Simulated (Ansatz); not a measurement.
GaSi4. The state is a doublet with charge 0. Geometry relaxed at B3LYP-D4/def2-SVP.

Cartesian coordinates in Å:
```
Ga -1.6559 1.9765 -0.0927
Si 1.0098 0.5551 -0.1097
Si 1.6701 -0.9413 1.5067
Si -0.8531 -0.0651 -1.4901
Si -0.1709 -1.5252 0.1858
```

The relaxation made no stability test and no search for a lower SCF solution. The structure comes from a short search, and lower isomers may exist.

(1) Estimate the harmonic wavenumbers at UKS B3LYP-D4/def2-SVP (Ansatz, unscaled). Is this a minimum?

Results:

(1) 35, 51, 101, 201, 239, 328, 367, 441, 480 cm⁻¹. Yes, no mode is imaginary beyond noise. Zero-point energy 13.4 kJ/mol. It took 62 s on 4 threads of Arm Neoverse V2 on a shared host.
